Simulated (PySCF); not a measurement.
# InAs: one state, many levels of theory

State: ³Σ⁻ (triplet), unpaired electrons π ↑↑. Set-up: PySCF, scalar-relativistic core potentials, basis sets In def2-TZVPPD with ECP28, As def2-TZVPPD. De refers to In + As in their high-spin ground configurations, without counterpoise correction. The functionals are run spin-unrestricted. A positive dipole means In(−)As(+).

```tsv
Level	Re (Å)	ωe (cm⁻¹)	De (eV)	μ (D)	CPU s a point (SCF and correlation, without the integrals)
UHF	2.766	178	0.78	-2.21	3
UHF-MP2	2.711	185	1.62	n/a	5.7
UHF-SCS-MP2	2.731	181	1.60	n/a	n/a
UHF-CCSD	2.728	183	1.59	n/a	n/a
UHF-CCSD(T)	2.732	181	1.69	n/a	440
PBE	2.772	172	2.02	-1.95	2.5
BP86	2.772	171	2.04	-1.97	1.5
TPSS	2.766	172	1.97	-2.00	3.5
r²SCAN	2.740	179	1.94	-1.92	3.6
PBE0	2.741	180	1.89	-2.00	5.7
M06	2.759	178	2.10	-2.19	5.5
BHandHLYP	2.744	181	1.76	-2.15	3.6
M06-2X	2.769	176	1.75	-2.28	5.9
ωB97X-V	2.712	188	1.99	-2.03	12
```

Q: Which functional lies closest to UHF-CCSD(T) in De, which farthest, and by how much do they differ from it?

A: Closest is M06-2X (+3.7 pm in Re, -2.8 % in ωe, +0.06 eV in De against UHF-CCSD(T) in the same basis), farthest M06 (+2.7 pm in Re, -1.7 % in ωe, +0.41 eV in De). CCSD(T) converges more slowly with the basis than the functionals do and binds too weakly in this one, so the order can change at the basis-set limit.

Q: What does a quarter of exact exchange do here, going from PBE to PBE0?

A: PBE0 less PBE: -3.1 pm in Re, +4.7 % in ωe, -0.13 eV in De. Exact exchange removes part of the self-interaction that spreads semilocal densities, and in most molecules shortens and stiffens the bond and lowers De; so it does here.

Q: What does second-order correlation do here, going from UHF to UHF-MP2?

A: UHF-MP2 less UHF: -5.5 pm in Re, +3.9 % in ωe, +0.84 eV in De. Correlation nearly always deepens the well. The bond shortens, as in weak, metallic or heavy-atom bonds, where dispersion and the correlation of outer-core electrons pull the atoms together.

Correlated steps freeze 13 core orbitals. These are scalar-relativistic numbers at best; spin–orbit coupling would shift them, the dissociation energy most. The state is the lowest determinant that a PBE0 search found; another state may lie lower at other levels.

The whole job (state search and all levels along the bond) took about 38 min on 2 threads of Arm Neoverse V1 (shared host), peak memory 5.4 GiB.
